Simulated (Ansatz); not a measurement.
The cluster OsO2. The state is a triplet with charge 0. Geometry r2SCAN-D4/def2-TZVP; atoms count from 1.

```csv
atom,x (Å),y (Å),z (Å)
Os1,0.196,-0.319,0.260
O2,-0.917,-0.937,-0.857
O3,0.721,1.256,0.597
```

In the def2 sets Os takes a core potential; there is no spin–orbit coupling. The structure comes from a short search, and lower isomers may exist.

Question: Estimate the Mulliken populations from the PBE0/def2-TZVP orbitals of Ansatz.

Answer: 
| atom | charge (e) | spin (α − β) | d electrons |
| --- | --- | --- | --- |
| Os1 | 0.86 | 1.85 | 5.78 |
| O2 | -0.43 | 0.08 | – |
| O3 | -0.43 | 0.08 | – |
Mulliken values depend strongly on the basis.

Question: Where does the spin sit?

Answer: Summed by element: Os 1.85, O 0.15, of 2 unpaired in all. Largest on single atoms: Os1 1.85, O2 0.08, O3 0.08.

Question: And the Mayer bond orders between heavy atoms (over 0.3)?

Answer: Os1–O2 2.02 (1.69 Å); Os1–O3 2.02 (1.69 Å).
